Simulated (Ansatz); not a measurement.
C2H2N, SMILES `C#C[NH+]` (lower triplet) (charge 1, multiplicity 3). This triplet lies 0.84 eV below the relaxed singlet at the level B3LYP/cc-pVTZ // PBE0-D3(BJ)/def2-TZVP (Ansatz, a quantum-chemistry and plane-wave program).

Calculation: frozen-core CCSDT(Q)/cc-pVDZ // PBE0-D3(BJ)/def2-TZVP (Ansatz).

Ansatz 0.2 input:
```yaml
crystal:
  periodic: [false, false, false]
  atoms:
    - { symbol: C, position_ang: [1.221585, 0.076159, -0.045558] }
    - { symbol: C, position_ang: [-0.065902, -0.003615, -0.2158] }
    - { symbol: N, position_ang: [-1.221374, -0.074445, -0.368575] }
    - { symbol: H, position_ang: [2.286687, 0.139092, 0.095171] }
    - { symbol: H, position_ang: [-2.220998, -0.137193, -0.500918] }
basis:
  gaussian: { orbitals: cc-pVDZ }
correlation:
  method: ccsdt_q
total_charge: 1
magnetization:
  spin_polarized: true
  initial_magnetization: 2
```

Output:

```
Functional definition: HF
907 factors; integrals over basis functions are off by at most 1.7e-7 eV
mean field evaluation 1: about -3560.0969 eV, gradient 2.5e1 eV
mean field evaluation 2: about -3560.0984 eV, gradient 2.5e1 eV
mean field evaluation 4: about -3563.6584 eV, gradient 4.4e0 eV
mean field evaluation 8: about -3564.0221 eV, gradient 4.0e-1 eV
mean field evaluation 16: about -3562.3751 eV, gradient 1.7e1 eV
mean field evaluation 32: about -3559.1028 eV, gradient 3.6e-2 eV
mean field -3564.02939072 eV, -130.9756643231 hartree, gradient 2.1e-6 eV, S^2 2.233943; 0 other end points of the search recorded, 0 dependent functions left out
3 core orbitals not correlated
reference -3564.02939072 eV, -130.9756643231 hartree; 8, 6 occupied and 41, 43 virtual orbitals, 907 factors
second order -8.99707617 eV of doubles, -0.00000000 eV of singles
cycle   1  -9.45095289 eV  change   -4.5e-1 eV  update   1.0e-1
cycle   2  -10.06715226 eV  change   -6.2e-1 eV  update   5.3e-2
cycle   3  -10.51604871 eV  change   -4.5e-1 eV  update   3.6e-2
cycle   4  -10.49480897 eV  change    2.1e-2 eV  update   1.4e-2
cycle   5  -10.47657035 eV  change    1.8e-2 eV  update   7.3e-3
cycle   6  -10.49075554 eV  change   -1.4e-2 eV  update   2.5e-3
cycle   7  -10.49105031 eV  change   -2.9e-4 eV  update   1.3e-3
cycle   8  -10.48988256 eV  change    1.2e-3 eV  update   5.7e-4
cycle   9  -10.49076512 eV  change   -8.8e-4 eV  update   2.6e-4
cycle  10  -10.49067615 eV  change    8.9e-5 eV  update   1.2e-4
cycle  11  -10.49077428 eV  change   -9.8e-5 eV  update   6.3e-5
cycle  12  -10.49079155 eV  change   -1.7e-5 eV  update   2.8e-5
cycle  13  -10.49078760 eV  change    3.9e-6 eV  update   1.7e-5
cycle  14  -10.49080611 eV  change   -1.9e-5 eV  update   9.9e-6
cycle  15  -10.49082526 eV  change   -1.9e-5 eV  update   5.1e-6
cycle  16  -10.49083141 eV  change   -6.1e-6 eV  update   2.8e-6
cycle  17  -10.49083273 eV  change   -1.3e-6 eV  update   1.3e-6
perturbative correction -0.03978067 eV, -0.0014619126 hartree
Total energy: -3574.56000412 eV, -131.3626572276 hartree
```
